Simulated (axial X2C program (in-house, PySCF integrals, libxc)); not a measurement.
## SnO: nuclear properties from DFT to coupled cluster

Computed with an in-house all-electron X2C program for linear molecules (integrals from PySCF): two-component X2C with atomic mean-field Coulomb and Gaunt terms, Gaussian nuclei, basis Sn dyall-acv3z, O dyall-av3z with contracted cores.

R = 1.821 Å (near the PBE0 minimum at charge 0 of the determinant lowest at the starting distance; the state shown can have its own minimum elsewhere); state Ω = 0 (closed shell).

| level | qzz Sn (a.u.) | qzz O (a.u.) | μ (D) |
| --- | --- | --- | --- |
| PBE0 | -7.69 | -0.17 | -4.32 |
| HF | -9.49 | -0.04 | -5.27 |
| B3LYP | -7.42 | -0.24 | -4.32 |

qzz is the electric field gradient, eQq0 = 234.96 MHz × Q/barn × qzz; μ is positive if the O end (last atom) is positive. The operators were transformed with the bare-nucleus X2C matrices; with these basis sets, hyperfine constants and field gradients can be off by tens of per cent, and where levels differ in sign neither size nor sign is settled.

Finite-field MP2, CCSD and CCSD(T), with 20 electrons correlated in 130 natural virtual spinors (MP2 remainder added):

```csv
level,qzz Sn (a.u.),qzz O (a.u.),μ (D)
MP2,-6.35,-0.49,-3.87
CCSD,-7.76,-0.22,-4.44
CCSD(T),-7.06,-0.31,-4.05
```

T1 = 0.029 (Lee–Taylor). One unrestricted determinant, the lowest of a limited PBE0 search, is the reference; the functionals treat spin collinearly. Correlation of the inner shells is missing, which matters for properties at the nucleus. Number of frozen shells: Sn 4 s, 3 p, 1 d; O 1 s.

Problem. By how much does correlation change each value, CCSD(T) against HF?

Solution. qzz Sn -26 %; qzz O 675 %; μ -23 %.
